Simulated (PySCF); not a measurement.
C4H9FSi, SMILES [SiH](/C=C\F)(C)C. Heavy atoms are numbered as in [CH3:1][SiH:2]([CH3:3])/[CH:4]=[CH:5]\[F:6]. Hydrogens are named by the atom that carries them.

Coordinates come from a PBE0-D3(BJ)/def2-SVP optimisation. The structure was generated by enumeration; whether it is a known compound was not checked. Other conformers were not sampled.

Computed with PBE0/pcSseg-1 (PySCF).

GIAO shieldings, no solvent; atoms alike by connectivity are averaged. δ = σ(ref) − σ: ¹³C against TMS (σ = 186.3 ppm); ²⁹Si against TMS (σ = 352.7 ppm); ¹⁹F against CFCl3 (σ = 167.2 ppm); ¹H against TMS (σ = 31.56 ppm), references at their B3LYP-D3(BJ)/def2-TZVP geometries, non-relativistic.

```tsv
atoms	nucleus	count	δ (ppm)
C5 (CH)	¹³C	1	171.6
C4 (CH)	¹³C	1	111.7
C1 (CH3)	¹³C	2	?
Si2 (SiH)	²⁹Si	1	-26.6
F6	¹⁹F	1	-95.6
H on C5	¹H	1	?
H on C4	¹H	1	?
H on Si2	¹H	1	?
H on C1	¹H	6	0.61
```

Question: What belongs in the gaps? (An estimate is asked for; the answer gives what the named calculation found.)

Answer: 
- C1 (CH3), δ (ppm): -0.6
- H on Si2, δ (ppm): 4.52
- H on C4, δ (ppm): 5.34
- H on C5, δ (ppm): 7.36
